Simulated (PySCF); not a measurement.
## Checking a proposed structure

A compound C₇H₉NOSi gives the data below (simulated from a calculation) and was assigned the structure `C/C(C=O)=C/C=C/[SiH2]C#N`.

13C{1H} NMR (computed): δ 239.3 (CH), 166.0 (CH), 156.5 (C), 124.3 (C), 124.3 (CH2), 120.4 (CH), 25.0 (CH3).

1H NMR (500 MHz, computed): δ 12.04 (d, 1H), 7.54 (d, 1H), 5.65 (m, 1H), 5.50 (br s, 1H), 5.15 (br s, 1H), 4.54 (m, 1H), 2.12 (s, 3H).

PySCF 2.14.0 with density-fitted response routines calculation with shielding tensors at PBE0/pcSseg-1 (GIAO) and GFN2-xTB structure; relativity neglected, no solvent model, single conformer, averaged over atoms made equivalent by symmetry, fast rotation or ring inversion.

δ = σ(ref) − σ, references computed at the same level: 1H, 13C against TMS.

Question: Compare with the shifts computed for the proposed structure, pairing carbons in order of shift.

Answer: Structure with atom numbers: `[CH3:1]/[C:2]([CH:3]=[O:4])=[CH:5]/[CH:6]=[CH:7]/[SiH2:8][C:9]#[N:10]`; H(Xn) means a hydrogen on atom n.

```json
{"atom": "C3", "computed for proposal": "199.7", "given list": "239.3", "difference": "-39.6"}
{"atom": "C6", "computed for proposal": "156.2", "given list": "166.0", "difference": "-9.8"}
{"atom": "C5", "computed for proposal": "149.6", "given list": "156.5", "difference": "-6.9"}
{"atom": "C7", "computed for proposal": "139.6", "given list": "124.3", "difference": "+15.3"}
{"atom": "C2", "computed for proposal": "137.6", "given list": "124.3", "difference": "+13.3"}
{"atom": "C9", "computed for proposal": "123.5", "given list": "120.4", "difference": "+3.1"}
{"atom": "C1", "computed for proposal": "25.4", "given list": "25.0", "difference": "+0.4"}
```

The rms difference is 17.5 ppm and the largest -39.6 ppm at C3 (aldehyde carbonyl carbon). The carbon types in order of shift don't match either: CH, CH, CH, CH, C, C, CH3 for the proposal against CH, CH, C, C, CH2, CH, CH3 in the data. The proposal doesn't fit.

Question: Which isomer fits?

Answer: SMILES C(/C(=C)C)=C/[Si@H](C#N)C=O.

1. Carbon types of the structure: 2 × C, 3 × CH, 1 × CH2, 1 × CH3, leaving 1 H on heteroatoms.
2. δC 166.0, 120.4: alkene CH.
3. δC 156.5: fully substituted alkene carbon; the olefinic region.
4. δC 124.3: nitrile carbon; typical of a nitrile.
5. δC 124.3: terminal =CH2 carbon; the olefinic region.

Other isomers checked: C/C(C=O)=C/C=C\[SiH2]C#N (rms 20.6 ppm); C=C1C=C(C(=O)[SiH2]N)C1=C (rms 34.9 ppm).

The shifts were computed for this structure.

Shifts are as computed. Against solution values, carbons near 30 ppm lie about +3 ppm off and those near 130 ppm about +5 ppm. Of 1309 compounds with measured shifts, 239 miss one by over three times the rms of a fit or turn the order of signals round; such compounds aren't used in these exercises. Multiplicities follow the n + 1 count of equivalent neighbours, as no J values were calculated; m marks all less simple cases, F and P coupling included.
